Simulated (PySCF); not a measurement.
CrH₂O₄, multiplicity 1.

```xyz
7

Cr     0.0000     0.0000     0.0482
O      0.0000     1.2478     0.9687
O      0.0000    -1.2478     0.9687
O     -1.4043     0.0000    -0.9644
H     -2.3078     0.0000    -0.6137
O      1.4043     0.0000    -0.9644
H      2.3078     0.0000    -0.6137
```

Geometry: B3LYP-D3(BJ)/def2-SVP. A frequency run showed that this geometry is not a minimum. The multiplicity is an assumed one; other spin states were not compared. Other conformers were not sampled.

Computed with B3LYP/pcSseg-1 run with PySCF. Non-relativistic, no solvent.

Computed absolute GIAO shielding of each atom: isotropic value and principal components (ppm):
| atom | σ(iso) | σ11 | σ22 | σ33 | span |
|---|---|---|---|---|---|
| Cr1 | -2873.8 | -3217.7 | -2752.6 | -2651.1 | 566.7 |
| O2 | -1081.9 | -1829.7 | -1097.6 | -318.3 | 1511.4 |
| O3 | -1081.9 | -1829.7 | -1097.6 | -318.3 | 1511.4 |
| O4 | -12.2 | -153.1 | -55.2 | 171.8 | 324.9 |
| H5 | 24.2 | 15.9 | 26.8 | 29.8 | 13.9 |
| O6 | -12.2 | -153.1 | -55.2 | 171.8 | 324.9 |
| H7 | 24.2 | 15.9 | 26.8 | 29.8 | 13.9 |
